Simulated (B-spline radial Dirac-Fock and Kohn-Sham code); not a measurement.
**Compton profile of Dy⁹⁺**

System: dysprosium as Dy⁹⁺, [Kr] 4d10 4f8 5s2 5p1.

Input file task.json (cfg lists n, l and occupation; rrms is the nuclear radius in fm):

```json
{"items": [{
  "Z": 66,
  "q": 9,
  "cfg": [[1, 0, 2], [2, 0, 2], [2, 1, 6], [3, 0, 2], [3, 1, 6], [3, 2, 10], [4, 0, 2], [4, 1, 6], [4, 2, 10], [4, 3, 8], [5, 0, 2], [5, 1, 1]],
  "A": 164,
  "rrms": 5.2218,
  "do": ["scatter"],
  "s": [0.0, 0.05, 0.1, 0.15, 0.2, 0.25, 0.3, 0.35, 0.4, 0.45, 0.5, 0.6, 0.7, 0.8, 0.9, 1.0, 1.1, 1.2, 1.4, 1.6, 1.8, 2.0, 2.5, 3.0, 3.5, 4.0, 5.0, 6.0],
  "pz": [0, 0.1, 0.2, 0.3, 0.4, 0.5, 0.6, 0.8, 1.0, 1.2, 1.4, 1.6, 1.8, 2.0, 2.5, 3.0, 4.0, 5.0, 7.0, 10.0, 15.0, 20.0, 30.0, 40.0, 60.0, 100.0],
  "hv_scatter": [1000, 2000, 5000, 10000, 30000, 200000, 500000, 1000000]
}]}
```

Launch: `python xray_run.py task.json out`

Calculated with a radial finite-basis atomic code, using the impulse approximation on Dirac-Fock densities. pz is in atomic units of momentum; subshell profiles are per electron, for a selection of subshells; open shells are spread over both j values by their weights.

```tsv
pz	J total	J 1s1/2	J 3s1/2	J 3d3/2	J 5p3/2
0	5.266	0.0117	0.0931	0.0377	0.297
0.2	5.230	0.0117	0.0929	0.0377	0.297
0.3	5.187	0.0117	0.0927	0.0377	0.297
0.4	5.128	0.0117	0.0924	0.0377	0.295
0.5	5.056	0.0117	0.0921	0.0377	0.292
0.6	4.974	0.0117	0.0917	0.0377	0.286
0.8	4.790	0.0117	0.0906	0.0377	0.268
1	4.596	0.0117	0.0892	0.0377	0.238
1.2	4.409	0.0117	0.0876	0.0377	0.200
1.4	4.240	0.0117	0.0857	0.0377	0.158
1.6	4.091	0.0117	0.0836	0.0377	0.118
1.8	3.959	0.0117	0.0813	0.0377	0.0833
2	3.837	0.0117	0.0787	0.0377	0.0569
2.5	3.532	0.0117	0.0717	0.0377	0.0242
3	3.184	0.0117	0.0641	0.0377	0.0184
4	2.431	0.0116	0.0483	0.0374	0.0159
5	1.808	0.0116	0.0341	0.0368	0.00807
7	1.104	0.0114	0.0152	0.0340	0.00163
10	0.6573	0.0110	0.00717	0.0258	0.00127
15	0.3196	0.0102	0.00619	0.0117	0.000239
20	0.1716	0.00926	0.00299	0.00433	8.43e-05
30	0.06232	0.00708	0.000344	0.000570	5.90e-05
40	0.02811	0.00509	0.000216	9.15e-05	2.25e-05
60	0.008457	0.00239	0.000137	4.66e-06	2.89e-06
100	0.001483	0.000541	2.55e-05	< 1e-6	< 1e-6
```

J(0) = 5.266. The 5s1/2 subshell gives the largest part, 16 %.

Mean momentum ⟨p⟩ by subshell (a.u.): 1s1/2 65.4, 2s1/2 23.3, 2p1/2 30.9, 2p3/2 28.2, 3s1/2 11.7, 3p1/2 14.0, 3p3/2 13.2, 3d3/2 15.8, 3d5/2 15.5, 4s1/2 5.92, 4p1/2 6.61, 4p3/2 6.27, 4d3/2 6.82, 4d5/2 6.69, 4f5/2 6.49, 4f7/2 6.43, 5s1/2 2.68, 5p1/2 2.88, 5p3/2 2.76.
